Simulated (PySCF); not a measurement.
## State search for BiH

Unrestricted PBE0; basis Bi cc-pVTZ-PP with ECP60, H cc-pVTZ; scalar-relativistic core potentials; PySCF 2.14. Outer shells of the fragments: Bi 5d10 6s2 6p3; H 1s1.

Followed along the bond (rough minima from three points):

```
2Ms+1    unpaired  ⟨S²⟩ at the start  R at minimum (Å)  Te (eV)
    3        π ↑↑               2.01              1.80     0.00
    1        π ↑↓               1.01              1.80     0.32
    1        none               0.00              1.80     1.23
    5  σ ↑↑, π ↑↑               6.00  none in the scan   ≤ 4.67
```

Solutions found at the starting distance of 1.780 Å, counted from the lowest of them; the search is not exhaustive and high or unbound solutions are not listed, so other states can lie among these:

| 2Ms+1 | unpaired | term | E (eV) | ⟨S²⟩ | ⟨Lz²⟩ | μ (D) |
| --- | --- | --- | --- | --- | --- | --- |
| 3 | π ↑↑ | ³Σ⁻ | 0.00 | 2.01 | 0.00 | -0.64 |
| 1 | π ↑↓ | mixed | 0.32 | 1.01 | 2.02 | -0.62 |
| 1 | none | mixed | 1.23 | 0.00 | 2.01 | -0.61 |
| 3 | σ ↑, π ↑ | ³Π | 3.70 | 2.01 | 1.01 | 0.72 |
| 1 | σ ↓, π ↑ | mixed | 3.88 | 1.01 | 1.01 | 0.73 |
| 3 | σ ↑, π ↑ | ³Π | 4.65 | 2.01 | 1.00 | -0.62 |
| 1 | σ ↓, π ↑ | mixed | 4.83 | 1.01 | 1.00 | -0.51 |
| 5 | σ ↑↑, π ↑↑ | ⁵Σ⁻ | 5.44 | 6.00 | 0.00 | 0.83 |
| 3 | σ ↑↑, π ↑↓ | mixed | 6.19 | 3.01 | 2.02 | 0.92 |
| 1 | σ ↓↓, π ↑↑ | mixed | 6.31 | 2.00 | 0.00 | 0.99 |

A term symbol is given only where ⟨S²⟩ and ⟨Lz²⟩ are close to those of a pure state; real π, δ and φ orbitals otherwise mix terms. A positive dipole means Bi(−)H(+).

Spin–orbit coupling is left out, which matters for elements this heavy, above all for dissociation energies. Counting both spins, an empty level lies below a filled one in some of these solutions, because spin and occupation are held.
